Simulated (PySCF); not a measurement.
C₃H₇O (SMILES [CH2-]COC), charge -1, singlet, geometry from GFN2-xTB (in this run its highest filled SCF level lies above zero, so its values depend strongly on the basis, on diffuse functions most of all), atoms displaced at random by about 0.03 Å a coordinate. Base run: PySCF with TPSS/STO-3G, gradient.

PySCF was given this input:
```python
from pyscf import gto, scf, dft

mol = gto.M(
    atom='''
O     0.00405601   -0.72298488   -0.03943314
C    -0.09129881    0.72260918    0.02121541
C     1.29319526   -1.18482343   -0.02084516
C    -1.52689475    1.17750360   -0.04214614
H     0.54697836    1.01162338    0.91864045
H     0.46325318    1.10396903   -0.85647567
H     1.25458906   -2.23919326   -0.07664045
H     1.81693143   -0.81641079   -0.88583698
H     1.86448953   -0.85736447    0.82114963
H    -1.95438762    1.10911593    0.96639496
H    -1.54754130    2.22465779   -0.27002597
''',
    basis='sto-3g',
    charge=-1,
    verbose=4,
)

mf = dft.RKS(mol)
mf.xc = 'tpss'
mf.kernel()
g = mf.nuc_grad_method()
grad = g.kernel()
```

The coordinate followed is x of atom 5.

Variants of this job, named by their change:

```tsv
change	dE/dx (Eh/bohr)	net force (Eh/bohr)
base	-0.015083	0.000034
finite difference step (bohr) = 0.2; conv_tol = 1e-11	-0.015521	-
conv_tol = 1e-4	-0.014840	0.000034
conv_tol = 1e-11	-0.015083	0.000034
finite difference step (bohr) = 1e-4; conv_tol = 1e-11	-0.015068	-
density fitting = on; auxbasis_response = off	-0.015177	0.005547
grids.level = 1; grid_response = on	-0.015011	0.000000
finite difference step (bohr) = 0.01; conv_tol = 1e-11	-0.015069	-
grids.level = 1; grid_response = off	-0.015119	0.000711
grid_response = on	-0.015068	0.000000
grids.level = 0; grid_response = off	-0.014920	0.017234
grids.level = 0; grid_response = on	-0.016413	0.000000
```

The net force is zero for an exact gradient.
